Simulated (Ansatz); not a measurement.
Input file for Ansatz (an electronic-structure program): R-B3LYP/def2-TZVPPD on CH8AlN (a complex), monomers drawn apart or pushed together. Files ending in .json are basis or fitting sets from the Basis Set Exchange.

Ansatz 0.2 input:
```yaml
crystal:
  periodic: [false, false, false]
  atoms:
    - {symbol: Al, position_ang: [-0.32761636, 0.59589039, 1.67060197]}
    - {symbol: H, position_ang: [-0.75494524, -0.86569892, 1.18550596]}
    - {symbol: H, position_ang: [0.92990965, 1.27227927, 0.95262748]}
    - {symbol: H, position_ang: [-1.49152111, 1.56324468, 2.18414292]}
    - {symbol: C, position_ang: [-0.42026452, -0.48763585, 4.23713351]}
    - {symbol: N, position_ang: [0.49718591, 0.18161406, 3.28565807]}
    - {symbol: H, position_ang: [-1.26661770, 0.17060433, 4.42149564]}
    - {symbol: H, position_ang: [0.07086983, -0.72656653, 5.18117752]}
    - {symbol: H, position_ang: [-0.78991739, -1.40091603, 3.77576708]}
    - {symbol: H, position_ang: [0.86353481, 1.03735558, 3.69417944]}
    - {symbol: H, position_ang: [1.30205097, -0.41051662, 3.09863232]}
basis:
  gaussian:
    orbitals: def2-TZVPPD.json
hamiltonian:
  xc: {name: B3LYP}
scf: {lower_state_search: off}
```

Output:

```
WARN ansatz: RAYON_NUM_THREADS=1 ignored (pool sized by the plan → 1); use --threads N
Functional definition: B3LYP
these checks for a lower state are left out or cut short: stability, starts, cluster_reference, orbital_swaps, neighbouring_geometries, increment
integrals: 0.16 GiB planned
1133 factors; their error is unknown
mean field: 1.54 GiB planned
mean field evaluation 1: about -9249.8887 eV, gradient 5.7e1 eV
mean field evaluation 2: about -9245.3244 eV, gradient 7.3e1 eV
mean field evaluation 4: about -9256.6562 eV, gradient 3.1e0 eV
mean field evaluation 8: about -9256.6792 eV, gradient 4.2e-2 eV
mean field evaluation 16: about -9256.6792 eV, gradient 5.6e-6 eV
mean field -9256.67919109 eV, -340.1766858702 hartree, gradient 5.6e-6 eV, S^2 0.000000; 0 other end points of the search recorded, 0 dependent functions left out
reference -9256.67948183 eV, -340.1766965547 hartree; 17, 17 occupied and 241, 241 virtual orbitals, 1133 factors
Total energy: -9256.67948183 eV, -340.1766965547 hartree
Checks for a lower state left out: stability, starts, cluster_reference, orbital_swaps, neighbouring_geometries, increment
```

The run converged.

Cost: roughly 5 core-seconds.
